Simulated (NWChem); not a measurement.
## CH2N

```xyz
4

C      0.0000     0.0000     0.5025
N      0.0000     0.0000    -0.7417
H     -0.9432     0.0000     1.0884
H      0.9432     0.0000     1.0884
```
Charge 0, spin multiplicity 2.

All runs are NWChem calculations. All single points use one geometry, from UB3LYP/def2-SVP, a minimum by its harmonic frequencies.

The structure started from a generated list of species. The unpaired electrons of the parent sit in orbitals of symmetry b1 (C2v labels of the run); other states weren't searched. The stability of the SCF solutions was not checked. Open-shell Hartree-Fock references start from PBE0 orbitals.

Worked example. At CCSD(T)/def2-TZVP the molecule has a total energy of -93.82077 Ha and the free atoms (multiplicities C 3, N 4, H 2) C -37.78109, N -54.51598, H -0.49981 Ha. The electronic atomisation energy is the atoms' sum less the molecule's energy.

1·(-37.78109) + 1·(-54.51598) + 2·(-0.49981) = -93.29669 Ha for the atoms; less the molecule's energy this leaves 0.52408 Ha, or 328.9 kcal/mol (1376 kJ/mol), without zero-point, thermal or spin-orbit terms. For one electron MP2 and coupled cluster equal Hartree-Fock, which gives the hydrogen atom's value.
